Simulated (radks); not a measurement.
Results of a calculation; reference values are marked as such.
Charge is removed step by step from the 4p down level of Xe9+, starting from [Ar] 3d10 4s2 4p(up 3, down 3) 4d9. Code: a radial shooting solver on a logarithmic mesh with Libxc functionals. Model: non-relativistic Kohn-Sham, r2SCAN, spin-polarised, spherical densities, point nucleus; open shells are filled with parallel spins first (spin-orbit coupling, left out, can overturn this in heavy ions); meta-GGA in the generalised Kohn-Sham scheme; relativity is left out, which matters for an element this heavy.

removed (e)	E - E(0) (eV)	eigenvalue (eV)	E minus straight line (eV)
0	0.000	-273.91	0.000
0.1	27.521	-276.51	-1.174
0.2	55.302	-279.11	-2.088
0.3	83.343	-281.71	-2.741
0.4	111.65	-284.32	-3.135
0.5	140.21	-286.93	-3.267
0.6	169.03	-289.55	-3.138
0.7	198.12	-292.17	-2.747
0.8	227.47	-294.79	-2.094
0.9	257.08	-297.42	-1.178
1	286.95	-300.05	0.000

Removing the whole electron costs 286.95 eV by Delta-SCF, against 273.91 eV from minus the eigenvalue at the starting occupation. Slater's transition state (half an electron removed) gives 286.93 eV. Integrating minus the eigenvalue over the occupation (Janak's theorem) gives 286.95 eV. The mean slope of the eigenvalue, de/dn, is 26.1 eV per electron.
